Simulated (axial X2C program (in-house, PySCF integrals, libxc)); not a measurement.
Low determinants of As₂ at the PBE0 level, two-component

Calculated with an axial X2C code built on PySCF integrals. Two-component (2c) means X2C with spin–orbit coupling and atomic mean-field two-electron Coulomb and Gaunt terms. Basis: As dyall-cv3z [9s9p6d4f1g] (cores contracted in-house); Gaussian nuclei, density fitting, unrestricted open shells. Masses: As 74.922 u.

Search at 2.090 Å (vertical energies from the lowest determinant):

```json
{"ΔE (eV)": "0.00", "state": "Ω = 0", "electrons beyond evenly filled partner blocks": "none", "electrons in ±ω = 1/2, 3/2, 5/2, 7/2": "44 18 4 0"}
{"ΔE (eV)": "2.37", "state": "Ω = 1", "electrons beyond evenly filled partner blocks": "ω = -1/2, ω = 3/2", "electrons in ±ω = 1/2, 3/2, 5/2, 7/2": "45 17 4 0"}
{"ΔE (eV)": "2.53", "state": "Ω = 1", "electrons beyond evenly filled partner blocks": "2 × ω = 1/2", "electrons in ±ω = 1/2, 3/2, 5/2, 7/2": "44 18 4 0"}
{"ΔE (eV)": "2.55", "state": "Ω = 3", "electrons beyond evenly filled partner blocks": "2 × ω = 3/2", "electrons in ±ω = 1/2, 3/2, 5/2, 7/2": "44 18 4 0"}
{"ΔE (eV)": "2.71", "state": "Ω = 1", "electrons beyond evenly filled partner blocks": "ω = -1/2, ω = 3/2", "electrons in ±ω = 1/2, 3/2, 5/2, 7/2": "43 19 4 0"}
{"ΔE (eV)": "2.77", "state": "Ω = 2", "electrons beyond evenly filled partner blocks": "ω = 1/2, ω = 3/2", "electrons in ±ω = 1/2, 3/2, 5/2, 7/2": "45 17 4 0"}
{"ΔE (eV)": "3.12", "state": "Ω = 2", "electrons beyond evenly filled partner blocks": "ω = 1/2, ω = 3/2", "electrons in ±ω = 1/2, 3/2, 5/2, 7/2": "43 19 4 0"}
```

Lowest determinant, Ω = 0 (closed shell): Re = 2.083 Å, ωe = 461.9 cm⁻¹.

The determinant in row 2 of the search, Ω = 1 (⟨Sz⟩ = 1.00, ⟨Lz⟩ = 0.00 at PBE0), was followed along the bond at PBE0; measured from the minimum of the lowest determinant it gives:

Te = 2.008 eV (16194 cm⁻¹), Re = 2.273 Å, ωe = 348.4 cm⁻¹.

Question: Compare the bond of the determinant in row 2 with that of the lowest one.

Answer: At PBE0 its Re is 0.190 Å longer and its force constant, which goes as ωe², is 0.57 times that of the lowest determinant. T0 ≈ Te + Δωe/2 = 16194 + (-57) = 16137 cm⁻¹.

The search compares states at one distance, so a state with another bond length can lie lower; it is not exhaustive and yields mostly the lowest determinant of each block pattern, so other components and higher states of one pattern are missing. These are energies of single determinants, not of spin-adapted states; PBE0 term energies can be off by some tenths of an eV, and the functional has no current term. Open-shell Ω = 0 determinants with evenly filled partner blocks cannot be reached by this program, so the Ω shown need not be the lowest component.
